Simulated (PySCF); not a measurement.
## Continuum solvent and chemical shifts

Geometry:
| atom | x (Å) | y (Å) | z (Å) |
| --- | --- | --- | --- |
| C1 | 2.687 | -0.555 | 0.047 |
| O2 | 1.598 | 0.173 | 0.517 |
| C3 | 0.574 | 0.347 | -0.433 |
| C4 | -0.204 | -0.957 | -0.725 |
| C5 | -1.682 | -0.573 | -0.661 |
| C6 | -1.712 | 0.490 | 0.434 |
| C7 | -0.468 | 1.327 | 0.133 |
| H8 | 3.450 | -0.570 | 0.838 |
| H9 | 3.130 | -0.096 | -0.860 |
| H10 | 2.427 | -1.603 | -0.200 |
| H11 | 1.021 | 0.749 | -1.364 |
| H12 | 0.083 | -1.441 | -1.671 |
| H13 | 0.027 | -1.661 | 0.092 |
| H14 | -2.342 | -1.431 | -0.465 |
| H15 | -2.005 | -0.130 | -1.620 |
| H16 | -2.640 | 1.080 | 0.450 |
| H17 | -1.613 | 0.007 | 1.421 |
| H18 | -0.051 | 1.841 | 1.010 |
| H19 | -0.704 | 2.095 | -0.620 |

GIAO PBE0/pcSseg-1 in PySCF on one PBE0-D3(BJ)/def2-SVP conformer, non-relativistic, equivalent nuclei averaged. Solvents enter as an IEF-PCM continuum (chloroform with ε = 4.7, acetonitrile with ε = 35.7, water with ε = 78.4) around the gas-phase geometry. Shifts are referred to TMS computed in the same medium.

Gas phase, δ in ppm: C3 82.5, C1 56.5, C4/C7 36.5, C5/C6 28.9, H11 3.44, H8/H9/H10 3.11, H12/H19 1.81, H14/H17 1.60, H13/H18 1.47, H15/H16 1.31. Dipole moment 1.16 D.

(1) How does each δ change in the continuum?

(2) Which nuclei move most (in ppm), and what does the model miss?

## Answers

(1) 
| atoms | environment | Δδ, chloroform | Δδ, acetonitrile | Δδ, water |
| --- | --- | --- | --- | --- |
| C3 | sp3 CH bonded to O | +0.5 | +0.7 | +0.7 |
| C1 | methyl carbon bonded to O | +0.5 | +0.7 | +0.7 |
| C4/C7 | sp3 CH2 in a ring | +0.7 | +0.9 | +1.0 |
| C5/C6 | sp3 CH2 in a ring | +0.4 | +0.6 | +0.6 |
| H11 | hydrogen on an sp3 CH bonded to O | +0.10 | +0.15 | +0.16 |
| H8/H9/H10 | hydrogen on a methyl carbon bonded to O | +0.06 | +0.09 | +0.09 |
| H12/H19 | hydrogen on an sp3 CH2 in a ring | +0.08 | +0.13 | +0.14 |
| H14/H17 | hydrogen on an sp3 CH2 in a ring | -0.01 | -0.03 | -0.03 |
| H13/H18 | hydrogen on an sp3 CH2 in a ring | -0.10 | -0.15 | -0.16 |
| H15/H16 | hydrogen on an sp3 CH2 in a ring | +0.03 | +0.06 | +0.06 |

Changes are relative to the gas phase. The dipole moment becomes 1.46 D in chloroform, 1.63 D in acetonitrile, 1.65 D in water.

(2) C4/C7 (sp3 CH2 in a ring, +1.0 ppm) in water. A continuum only polarises the solute; specific hydrogen bonds, the anisotropy of aromatic solvents and changes of geometry or conformer are outside it.
